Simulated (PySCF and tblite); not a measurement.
Values are calculated unless marked as measured or tabulated.
C4H4BrNO2, numbered as in [CH3:1][O:2][c:3]1[cH:4][c:5]([Br:6])[n:7][o:8]1.

The ensemble was built from 60 distance-geometry starts (ETKDG, MMFF94s, GFN2-xTB) and rests on GFN2-xTB geometries. Energies: B3LYP-D3(BJ)/def2-SVP (IEF-PCM, dimethylsulfoxide), with GFN2-xTB thermal terms (modes under about 100 cm⁻¹ blended into free rotors). Symmetry numbers and mirror images are counted. Conformers within 2.5 kcal/mol (GFN2-xTB free energy) were kept, 3 at most. GIAO shieldings: WP04/pcSseg-1 (IEF-PCM, dimethylsulfoxide). Shifts are against TMS (¹H), TMS (¹³C) at the same level. Programs: PySCF with density fitting and tblite.

Torsions listed: C1–O2–C3–O8.

| conformer | shape | symmetry | E(GFN2) kcal/mol | E(DFT) kcal/mol |
| --- | --- | --- | --- | --- |
| 1 | 180° | Cs | 2.31 | 0.00 |
| 2 | 0° | Cs | 0.00 | 1.13 |

Task: How much do the weights at 298.15 K and the averaged shift of C3 depend on how the conformers are weighted?

Result: 
```json
{"weighting": "DFT energy with thermal terms, symmetry and mirror images (full scheme)", "1 (%)": "87", "2 (%)": "13", "δ (ppm)": "189.0", "rms dipole (D)": "5.88"}
{"weighting": "DFT energy with symmetry and mirror images", "1 (%)": "87", "2 (%)": "13", "δ (ppm)": "189.0", "rms dipole (D)": "5.88"}
{"weighting": "bare DFT energy", "1 (%)": "87", "2 (%)": "13", "δ (ppm)": "189.0", "rms dipole (D)": "5.88"}
{"weighting": "GFN2-xTB energy with symmetry and mirror images", "1 (%)": "2", "2 (%)": "98", "δ (ppm)": "187.2", "rms dipole (D)": "3.98"}
{"weighting": "GFN2-xTB free energy", "1 (%)": "2", "2 (%)": "98", "δ (ppm)": "187.2", "rms dipole (D)": "3.98"}
{"weighting": "leading conformer alone", "1 (%)": "100", "2 (%)": "0", "δ (ppm)": "189.3", "rms dipole (D)": "6.12"}
{"weighting": "equal weights", "1 (%)": "50", "2 (%)": "50", "δ (ppm)": "188.2", "rms dipole (D)": "5.14"}
```

The largest departure from the full scheme, 1.8 ppm, comes with: GFN2-xTB energy with symmetry and mirror images.

Spin–orbit effects of the heavy atoms on shieldings are missing.


Conformer gaps in def2-SVP on xTB geometries can be 2 kcal/mol too large for S=O, P=O and other polar bonds.